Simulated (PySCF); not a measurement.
# Telling isomers of C$_{7}$H$_{10}$O$_{2}$ apart by NMR

How the numbers were obtained: PBE0/pcSseg-1 with gauge-including orbitals, geometry from GFN2-xTB, in PySCF 2.14.0 with density-fitted response routines (no relativistic terms, a single conformation, no solvent model, equivalent nuclei averaged).

References, each an isolated molecule treated in the same way: TMS for $^{1}$H (σ = 31.72 ppm) and $^{13}$C (σ = 186.93 ppm). Where no couplings were computed, multiplicities follow the n + 1 count of equivalent neighbours, and m marks all less simple cases (inequivalent or close neighbours, rings, F or P nearby). Acid and N–H amide carbonyl carbons lie up to 10 ppm further downfield in solution (hydrogen bonding). Shifts are as computed. Against solution values, carbons near 30 ppm lie about +3 ppm off and those near 130 ppm about +5 ppm. Of 1211 compounds with measured shifts, 218 miss one by over three times the rms of a fit or turn the order of signals round; such compounds aren't used in these exercises. OH and NH positions are gas-phase values without hydrogen bonding to other molecules.

(1) Tabulate the signals of `C/C=C(C)/C=C\C(=O)O`, `C=C(C)[C@@H]1C[C@H]1C(=O)O` and their relative energies.

(2) What is the quickest way to tell C/C=C(C)/C=C\C(=O)O from C=C(C)[C@@H]1C[C@H]1C(=O)O?

Answers

(1) 
```json
{"SMILES": "C/C=C(C)/C=C\\C(=O)O", "carbon types": "2×C 3×CH 2×CH3", "δC": "173.9, 152.0, 145.0, 142.5, 121.7, 18.8, 16.8", "δH": "6.76 (d, 1H), 6.21 (br s, 1H), 6.19 (q, 1H), 5.78 (d, 1H), 1.99 (s, 3H), 1.91 (d, 3H)", "E rel. (kcal/mol)": "0.8"}
{"SMILES": "C=C(C)[C@@H]1C[C@H]1C(=O)O", "carbon types": "2×C 2×CH 2×CH2 1×CH3", "δC": "179.7, 156.9, 109.4, 29.5, 29.2, 29.1, 24.5", "δH": "6.08 (br s, 1H), 5.04 (br s, 1H), 4.53 (br s, 1H), 2.12 (s, 3H), 1.74 (m, 1H), 1.59 (m, 1H), 1.55 (m, 1H), 1.09 (m, 1H)", "E rel. (kcal/mol)": "0.0"}
```

Energies are electronic energies at PBE0/pcSseg-1 on these geometries, without zero-point or thermal terms, each for the one conformer computed, which needn't be the lowest.

(2) Both give the same number of carbon signals, but DEPT or the intensities differ. The first has a β carbon of a C=C–C=O unit (CH) at 152.0 ppm, the second a terminal =CH2 carbon at 109.4 ppm. Their most deshielded carbons lie at 173.9 and 179.7 ppm. In the proton spectra the most deshielded non-exchanging signals are 6.76 (d, 1H) and 5.04 (br s, 1H).
